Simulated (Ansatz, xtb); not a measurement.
## BH6N5: 6 structures ranked

6 gas-phase structures of BH6N5, found in a search over its isomers (lower ones may exist). Each was relaxed with GFN2-xTB; where two conformers were screened, the lower at r2SCAN-D4/def2-SVP is listed:

A. a singlet given by its coordinates
B. `[H]/N=[NH+]\[B-]1(N)NN1`, a singlet
C. `[H]/N=[NH+]/[B-]1(N)NN1`, a singlet
D. a singlet given by its coordinates
E. `[H]/N=N\B(N)NN`, a singlet
F. `[H]/N=[NH+]\[B-](N)=N\N`, a singlet

A (Å):

```xyz
12

B     0.4151    0.0219   -0.4308
N     2.3189    0.1034    1.0780
N     1.8392    0.2415   -0.1120
N    -0.5303    0.1891    0.5960
N     0.1678   -0.4944   -1.6827
N     0.9153   -0.4067   -2.7954
H     3.3013   -0.1855    1.0814
H    -1.4900   -0.0827    0.5017
H    -0.2171    0.2889    1.5443
H     2.4711    0.1321   -0.9126
H     1.2535    0.5142   -3.0720
H     0.5218   -0.9395   -3.5630
```

Close contacts (Å): B1–N3 1.48, B1–N4 1.41, B1–N5 1.38, N2–N3 1.29, N5–N6 1.34, N2–H7 1.02, N3–H10 1.03, N4–H8 1.00, N4–H9 1.00, N6–H11 1.02, N6–H12 1.01.

D (Å):

```json
{"atom": "B", "x (Å)": "1.0047", "y (Å)": "-0.4723", "z (Å)": "-2.2443"}
{"atom": "N", "x (Å)": "3.0256", "y (Å)": "-0.6155", "z (Å)": "-0.7944"}
{"atom": "N", "x (Å)": "1.9742", "y (Å)": "-1.0604", "z (Å)": "-1.4331"}
{"atom": "N", "x (Å)": "-0.3510", "y (Å)": "-0.8072", "z (Å)": "-2.3888"}
{"atom": "N", "x (Å)": "1.8509", "y (Å)": "0.2198", "z (Å)": "-3.1138"}
{"atom": "N", "x (Å)": "2.8441", "y (Å)": "1.0673", "z (Å)": "-2.7930"}
{"atom": "H", "x (Å)": "3.9165", "y (Å)": "-0.9976", "z (Å)": "-1.1105"}
{"atom": "H", "x (Å)": "-0.7366", "y (Å)": "-1.5896", "z (Å)": "-1.8927"}
{"atom": "H", "x (Å)": "-0.8410", "y (Å)": "-0.5981", "z (Å)": "-3.2396"}
{"atom": "H", "x (Å)": "2.5677", "y (Å)": "1.9693", "z (Å)": "-2.4074"}
{"atom": "H", "x (Å)": "3.0741", "y (Å)": "0.3737", "z (Å)": "-0.5474"}
{"atom": "H", "x (Å)": "3.5437", "y (Å)": "1.1410", "z (Å)": "-3.5243"}
```

Close contacts (Å): B1–N3 1.39, B1–N4 1.40, B1–N5 1.40, N2–N3 1.31, N5–N6 1.34, N2–H7 1.02, N2–H11 1.02, N4–H8 1.00, N4–H9 1.00, N6–H10 1.02, N6–H12 1.01.

Question: Which do you expect lowest at r2SCAN-D4/def2-SVP, and how would the others follow?

Answer: Calculated order at r2SCAN-D4/def2-SVP: E (0.0), F (39.1), A (89.3), B (98.7), D (99.7), C (147.0) kJ/mol. Less than 1 kcal/mol parts B and D, so the order within that pair means little.

Energies above the lowest of each column, in kJ/mol; the last columns are at PBE0-D3(BJ)/def2-SVP geometries and were run for some of them only (a dash: not run or not comparable):

```tsv
structure	GFN2-xTB	HF/STO-3G	r2SCAN-D4/def2-SVP	PBE0-D3(BJ)/def2-SVP
E	0.0	0.0	0.0	0.0
F	40.9	302.8	39.1	80.4
A	68.9	364.1	89.3	–
B	77.3	233.5	98.7	–
D	64.0	335.9	99.7	–
C	83.1	301.1	147.0	–
```

Every level run on E puts it lowest or level with the lowest. Some further structures that were screened fall inside this span and aren't listed. Flexible structures stand in one conformer each, not always the lowest. Frequencies (PBE0-D3(BJ)/def2-SVP) were run for E alone.

Over these structures GFN2-xTB departs from r2SCAN-D4/def2-SVP by 17.7 kJ/mol on average once a common shift is removed. A GFN2-xTB relaxation took about 0.17 s and the r2SCAN-D4/def2-SVP energy about 1.4 s on a shared host (Ansatz 0.2.0, xtb 6.7.1).
